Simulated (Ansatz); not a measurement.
Ansatz (a program for electronic structure) input:

Ansatz 0.2 input:
```yaml
crystal:
  periodic: [false, false, false]
  atoms:
    - {symbol: C, position_ang: [2.78225779, 0.19795807, 0.16947787]}
    - {symbol: C, position_ang: [1.38994943, -0.12816139, 0.36392365]}
    - {symbol: O, position_ang: [0.98704060, -0.88579791, 1.23593976]}
    - {symbol: O, position_ang: [0.55877546, 0.47463733, -0.50082179]}
    - {symbol: Ge, position_ang: [-1.22117176, 0.06954918, -0.26678635]}
    - {symbol: H, position_ang: [3.51087624, -0.24931697, 0.82772347]}
    - {symbol: H, position_ang: [3.08924917, 0.87283141, -0.61498409]}
    - {symbol: H, position_ang: [-1.84259816, 0.90813486, -1.39039491]}
    - {symbol: H, position_ang: [-1.42064169, -1.43160861, -0.48678777]}
    - {symbol: H, position_ang: [-1.65916086, 0.54489005, 1.12025373]}
basis:
  gaussian:
    orbitals: aug-cc-pVDZ
magnetization: {spin_polarized: true, initial_magnetization: 1}
correlation: {method: ccsd_t, electrons: outside_noble_gas}
output: {forces: true}
```

### Question
Predict the final energy.

### Answer
-2304.54420 Eh (CCSD(T)/aug-cc-pVDZ). The basis has 173 functions.

It need not be the lowest isomer of its formula.
